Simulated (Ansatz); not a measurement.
LaO₂H (the lowest singlet isomer of a short search). The state is a singlet with charge 0. Geometry r2SCAN-D4/def2-TZVP, basis def2-TZVP, Ansatz.

```xyz
4

La   -0.427    0.594    0.583
O    -0.741   -1.188   -0.573
O     0.332   -1.409    0.438
H     0.836    2.003   -0.448
```

```csv
run,HOMO (eV),LUMO (eV)
A,-6.03,-1.97
B,-7.43,-1.47
C,-6.17,-1.66
D,-4.91,-2.45
E,-4.83,-2.03
F,-5.62,-2.30
```

In the def2 sets La takes a core potential; there is no spin–orbit coupling. HSE06 is defined as in plane-wave codes, on full-range PBE exchange. The structure holds one bond between oxygen atoms, so isomers without such links may lie far lower. The structure comes from a short search, and lower isomers may exist.

Task: The runs used B97M-V, CAM-B3LYP, HSE06, PBE0, r2SCAN, r2SCAN0. Estimate which is which.

Result: A PBE0 (25 % exact exchange); B CAM-B3LYP (range-separated); C r2SCAN0 (25 % exact exchange); D B97M-V (0 % exact exchange); E r2SCAN (0 % exact exchange); F HSE06 (range-separated). Exact exchange lowers occupied and raises empty levels; among semilocal functionals meta-GGAs tend to open the gap a little, and such runs are hard to tell apart. The gap grows from 2.46 eV (B97M-V) to 5.96 eV (CAM-B3LYP).
